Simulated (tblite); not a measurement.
Run record: tight-binding relaxation, `FB(F)/C=C(\SCCC)C`.

Computed with GFN2-xTB geometry optimisation, gas phase (tblite 0.8.0). Start geometry: from a force field or distance geometry. A driver script takes a list of jobs; this job's settings line and coordinates (Å) are shown.

Command:
```bash
OMP_NUM_THREADS=1 python probes_run.py task.json out
```

Input:
```
{"job": {"kind": "relax", "xc": "GFN2-xTB", "basis": "xTB"}, "charge": 0, "multiplicity": 1}
C      3.363400     0.424600    -0.204400
C      2.270500    -0.569100    -0.521700
C      0.958500     0.033100    -0.048700
S     -0.329600    -1.169600    -0.438800
C     -1.946200    -0.607000     0.059900
C     -3.103000    -1.526900    -0.212200
C     -2.202200     0.559900     0.614500
B     -1.123900     1.638900     0.967100
F     -1.068800     2.810200     0.132000
F     -0.756900     1.810100     2.371600
H      4.319700    -0.107100    -0.073400
H      3.448000     1.214800    -0.970800
H      3.123900     0.925100     0.765600
H      2.382500    -1.529800     0.026300
H      2.200400    -0.747400    -1.607300
H      0.960500     0.191500     1.075600
H      0.790700     1.002200    -0.577700
H     -3.289700    -1.438500    -1.302800
H     -2.768300    -2.529900     0.061400
H     -3.999300    -1.170100     0.319700
H     -3.239000     0.802000     0.873200
```

Output:
```
step      E/eV     max force
  0    -882.59056    3.435
  1    -883.11585    2.307
  2    -883.31861    3.139
  3    -883.46109    0.679
  4    -883.50233    0.465
  5    -883.54482    0.582
  6    -883.55946    0.505
  7    -883.58371    0.332
  8    -883.59396    0.336
  9    -883.60140    0.196
... (152 lines left out)
162    -883.80413    0.015
163    -883.80416    0.014
164    -883.80419    0.014
165    -883.80423    0.013
166    -883.80427    0.013
167    -883.80432    0.015
168    -883.80436    0.014
169    -883.80440    0.013
170    -883.80444    0.012
171    -883.80447    0.009
```

«max force» is the largest atomic force in eV/Å.

Question: From which step on does the largest force stay under 0.1 eV/Å, and how much energy is left to gain from there?

Answer: From step 95 (0.096 eV/Å), 28.9 meV above the end.

In short: energy lowered by 28.0 kcal/mol over 171 steps; largest atomic force 0.009 eV/Å at the end.

Question: How long does this job take on an Arm Neoverse N1 with one thread, no GPU, shared host with 64 logical CPUs at a one-minute load of 61?

Answer: About 2.5 s.
Labels such as C1 count atoms from 1, the log's own numbers from 0.
